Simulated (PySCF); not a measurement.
C2H10O2Si2. Atoms are numbered in the order given.

```xyz
16

C     -1.3386     1.9031    -0.8900
O     -0.4481     1.4831     0.1204
Si     0.4502     0.0688     0.1277
C      1.5050    -0.0071    -1.4276
O      1.3733     0.1095     1.5153
Si    -0.9426    -1.8100     0.3533
H     -0.8296     2.0324    -1.8632
H     -1.7667     2.8729    -0.5942
H     -2.1702     1.1875    -1.0287
H      2.1696    -0.8862    -1.4076
H      0.8808    -0.0781    -2.3345
H      2.1331     0.8957    -1.5217
H      1.8734     0.9251     1.6658
H     -0.1582    -3.0785     0.3564
H     -1.7422    -1.7363     1.6084
H     -1.8961    -1.8744    -0.7956
```
Charge 0, spin multiplicity 1.

The structure is a stationary point at TPSSh-D3(BJ)/def2-SVP. The structure was generated by enumeration; whether it is a known compound was not checked. One conformer was computed; it need not be the lowest.

These are PySCF with PBE0/def2-TZVP values and carry that method's errors.

Atomic charges (e):

| atom | Mulliken | Löwdin | meta-Löwdin |
|---|---|---|---|
| C1 | ? | -0.37 | -0.12 |
| O2 | ? | 0.06 | -0.62 |
| Si3 | 0.56 | -0.07 | 1.13 |
| C4 | -0.52 | -0.45 | -0.64 |
| O5 | ? | -0.11 | -0.75 |
| Si6 | ? | 0.14 | 0.14 |
| H7 | ? | 0.10 | 0.10 |
| H8 | ? | 0.11 | 0.12 |
| H9 | ? | 0.11 | 0.10 |
| H10 | 0.15 | 0.14 | 0.14 |
| H11 | 0.14 | 0.13 | 0.13 |
| H12 | 0.14 | 0.13 | 0.13 |
| H13 | 0.32 | 0.18 | 0.35 |
| H14 | -0.01 | -0.03 | -0.07 |
| H15 | -0.01 | -0.03 | -0.06 |
| H16 | -0.02 | -0.03 | -0.08 |

**Question.** Some entries are withheld; supply them. (An estimate is asked for; the answer gives what the named calculation found.)

**Answer.** 
- C1, Mulliken: -0.22
- O2, Mulliken: -0.34
- O5, Mulliken: -0.53
- Si6, Mulliken: -0.03
- H7, Mulliken: 0.12
- H8, Mulliken: 0.14
- H9, Mulliken: 0.12

Computed Mayer and Wiberg (Löwdin basis) orders of the bonds:
```tsv
bond	Mayer	Wiberg
C1–O2	0.97	1.54
O2–Si3	1.13	1.49
Si3–C4	0.94	1.18
Si3–O5	1.23	1.64
Si3–Si6	0.94	1.04
C1–H7	0.97	0.94
C1–H8	0.97	0.94
C1–H9	0.96	0.94
C4–H10	0.94	0.90
C4–H11	0.94	0.90
C4–H12	0.94	0.90
O5–H13	0.87	1.01
Si6–H14	0.95	0.96
Si6–H15	0.95	0.96
Si6–H16	0.94	0.96
```
